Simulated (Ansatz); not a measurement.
Input file for ClH2InS2, SMILES `[SH][In]([SH])[Cl]`:

```yaml
crystal:
  periodic: [false, false, false]
  atoms:
    - {symbol: S, position_ang: [-1.608375, 1.459012, -1.068045]}
    - {symbol: In, position_ang: [-0.213895, -0.249328, -0.221393]}
    - {symbol: S, position_ang: [1.568474, 0.050681, 1.304512]}
    - {symbol: Cl, position_ang: [-0.628332, -2.413391, -0.949300]}
    - {symbol: H, position_ang: [-0.971630, 2.416183, -0.370650]}
    - {symbol: H, position_ang: [1.853758, -1.263158, 1.304877]}
basis:
  gaussian: {orbitals: def2-QZVPP}
correlation: {method: ccsd_t}
```

```sh
$ ansatz run in.yaml --threads 2 --pin off --events-out ev --progress --plain --max-ram 32768MiB --backend cuda --devices 0, --max-vram 18GiB
```

Log, shortened:

```
Functional definition: HF
2128 factors; integrals over basis functions are off by at most 1.1e-3 eV
mean field evaluation 1: about -39322.5739 eV, gradient 2.2e1 eV
mean field evaluation 2: about -39322.7163 eV, gradient 2.2e1 eV
mean field evaluation 4: about -39324.4370 eV, gradient 2.6e0 eV
mean field evaluation 8: about -39324.4811 eV, gradient 2.7e-1 eV
mean field evaluation 16: about -39324.4816 eV, gradient 2.2e-6 eV
mean field -39324.48163206 eV, -1445.1480448870 hartree, gradient 2.2e-6 eV, S^2 0.000000; 0 other end points of the search recorded, 0 dependent functions left out
19 core orbitals not correlated: weight in the atoms' cores, before any rotation towards them, 1.000 or more for the frozen orbitals, at most 0.000 for the correlated occupied ones
reference -39324.48163206 eV, -1445.1480448870 hartree; 17, 17 occupied and 316, 316 virtual orbitals, 2128 factors
second order -28.81189635 eV of doubles, -0.00000000 eV of singles
cycle   1  -28.46730365 eV  change    3.4e-1 eV  update   1.1e-1
cycle   2  -29.05892402 eV  change   -5.9e-1 eV  update   3.2e-2
cycle   3  -29.18543851 eV  change   -1.3e-1 eV  update   1.8e-2
cycle   4  -29.15844110 eV  change    2.7e-2 eV  update   4.8e-3
cycle   5  -29.15580184 eV  change    2.6e-3 eV  update   2.0e-3
cycle   6  -29.15660887 eV  change   -8.1e-4 eV  update   5.2e-4
cycle   7  -29.15625710 eV  change    3.5e-4 eV  update   1.9e-4
cycle   8  -29.15621901 eV  change    3.8e-5 eV  update   5.2e-5
cycle   9  -29.15627089 eV  change   -5.2e-5 eV  update   2.1e-5
cycle  10  -29.15627021 eV  change    6.9e-7 eV  update   7.2e-6
perturbative correction -1.24579969 eV, -0.0457822943 hartree
Total energy: -39354.88370196 eV, -1446.2653003487 hartree
```

It took 9.5 s on 2 threads of an AMD EPYC 7R13 on a shared host and a share of an NVIDIA H100 80 GB, with 0.89 GiB of host memory at the peak.

Correlation energy per correlated electron: -0.894 eV. T1 diagnostic: 0.0124.
